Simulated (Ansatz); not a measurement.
Consider the silylene loss: `NC[SiH2]S[SiH3]` → `NC[SiH2]S` + `[SiH2]`.

Calculated with Ansatz (gas phase, PBE0-D4/def2-TZVP geometries, no zero-point term in ΔE). CCSD(T)/CBS is the MP2 limit (def2-TZVPP, def2-QZVPP) plus CCSD(T) − MP2 in def2-TZVPP, frozen cores. This one scheme is used for every species. Functionals use def2-TZVPP. Each species was taken in one conformer, which may not be the lowest.

`NC[SiH2]S[SiH3]`:

Cartesian coordinates in Å:
```
N -1.687 1.151 -1.287
C -1.110 1.159 0.056
Si 0.760 0.920 0.093
S 1.277 -0.873 -0.971
Si 0.987 -2.235 0.647
H -1.324 1.921 -1.837
H -1.428 0.299 -1.772
H -1.364 2.104 0.549
H -1.592 0.379 0.655
H 1.307 0.842 1.478
H 1.422 2.024 -0.650
H 0.962 -3.598 0.063
H -0.300 -1.964 1.339
H 2.089 -2.129 1.636
```

`NC[SiH2]S`:

```xyz
11

N     1.282    0.069   -1.292
C     0.275   -0.601   -0.477
Si   -0.162    0.522    0.966
S    -1.785   -0.250    2.133
H     1.641   -0.541   -2.015
H     0.896    0.885   -1.749
H     0.707   -1.512   -0.050
H    -0.635   -0.913   -1.012
H    -0.497    1.871    0.431
H     0.965    0.633    1.922
H    -2.687   -0.164    1.142
```

`[SiH2]`:

```xyz
3

Si   -0.423   -0.073   -0.568
H     0.643   -0.945    0.089
H    -0.221    1.018    0.479
```

| level | ΔE (eV) |
| --- | --- |
| PBE0-D4 | 3.25 |
| B2PLYP | 3.01 |
| MP2/def2-TZVPP | 3.26 |
| CCSD(T)/def2-TZVPP | 3.00 |
| HF/def2-QZVPP | 2.80 |
| MP2/def2-QZVPP | 3.31 |
| SCS-MP2/def2-QZVPP | 3.15 |
| MP2/CBS(def2) | 3.35 |

Task: What does CCSD(T)/CBS give? (Best estimate.)

Result: Ansatz gave: +3.10 eV. The listed levels differ from it by 0.15, -0.09, 0.16, -0.10, -0.30, 0.21, 0.05, 0.25 eV.

Largest T1 diagnostic among the species: 0.014.

The D4 term adds +0.20 eV with B3LYP and +0.11 eV with PBE0; it sums over pairs of atoms, weighted by their polarisabilities, and B3LYP, whose exchange is more repulsive, gets the larger term. In def2-TZVPP, CCSD(T) changes the Hartree–Fock value by +0.20 eV (the triples alone add +0.07 eV) and MP2 by +0.45 eV. From PBE to PBE0 (25 % exact exchange), in def2-TZVPP and without D4, ΔE moves by +0.09 eV.

B3LYP here is the variant with VWN-RPA as its local correlation; programs differ in this.
